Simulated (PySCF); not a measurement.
# Relaxation of singlet SbSI

Computed with PBE0/[Sb def2-TZVP with ECP28, S def2-TZVP, I def2-TZVP with ECP28], scalar-relativistic core potentials, density fitting, no spin–orbit coupling, PySCF. A (50,194) grid was used.

A hand-made bent start, of Cs symmetry, held to at least that symmetry:

```xyz
3
charge 0 multiplicity 1, angstrom
Sb   -0.8019    0.0000   -0.8591
S    -2.6614    0.0000    0.4429
I     1.4344    0.0000    0.7068
```

Optimiser trace:
```csv
step,E − E(last) (kJ/mol),largest gradient (Eh/bohr)
0,5.74,0.02412
1,0.31,0.00303
2,0.04,0.00061
3,0.00,0.00032
4,0.00,0.00012
```

It ends at Cs with Sb–I 2.739 Å, Sb–S 2.200 Å; I–Sb–S 106.9° (after a last refinement on a finer grid). A frequency run shows a minimum. Other isomers or separated fragments may lie lower.

Final geometry:
```xyz
3
charge 0 multiplicity 1, angstrom
Sb   -0.8070    0.0000   -0.8799
S    -2.5598    0.0000    0.4503
I     1.4131    0.0000    0.7245
```

The relaxation took about 40 core-seconds on a shared host.
